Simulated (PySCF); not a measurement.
How methods differ on the ionisation energy of Nb

Nb [Kr] 4d4 5s1 [4d3/2^4 5s1/2^1, M_J = 1/2] → Nb⁺ [Kr] 4d4 [4d3/2^4, M_J = 0], as a difference of total energies. All numbers are calculated (PySCF 2.14, the two-component X2C-1e Hamiltonian, in x2c-SVPall-2c with one added diffuse shell each of s, p, d type (7s9p7d1f, 76 functions)). Correlated levels: [Ar] 3d10 frozen; the 6 highest virtual spinors dropped. "Screened" scales the spin-orbit matrix elements by Boettger's factors to mimic the two-electron term; Breit and QED terms are absent.

| method | ionisation energy (eV) |
| --- | --- |
| GHF (spin-free) | 6.019 |
| GMP2 (spin-free) | 6.646 |
| GHF (screened spin-orbit) | 6.013 |
| GMP2 (screened spin-orbit) | 6.640 |

Q: How much does correlation contribute at GMP2 (screened spin-orbit)?

A: 6.640 − (6.013) = 0.627 eV, measured against GHF (screened spin-orbit).

The spin-free rows relax to the high-spin LS determinant and lack the spin-orbit shift.

Errors of the correlated levels include the incompleteness of this basis and the frozen core.

The labels give the starting determinants; with spin-orbit coupling the two ends relaxed to ⟨J²⟩ = 4.62, ⟨L²⟩ = 6.01, ⟨S²⟩ = 8.75 and ⟨J²⟩ = 3.85, ⟨L²⟩ = 6.04, ⟨S²⟩ = 6.00.

The determinant of Nb and of Nb⁺ mixes levels of different J (the jj label is only the starting occupation), so the difference between spin-free and spin-orbit rows is not the physical spin-orbit shift.

For comparison: 6.759 eV (measured; NIST Atomic Spectra Database, ionization energies).
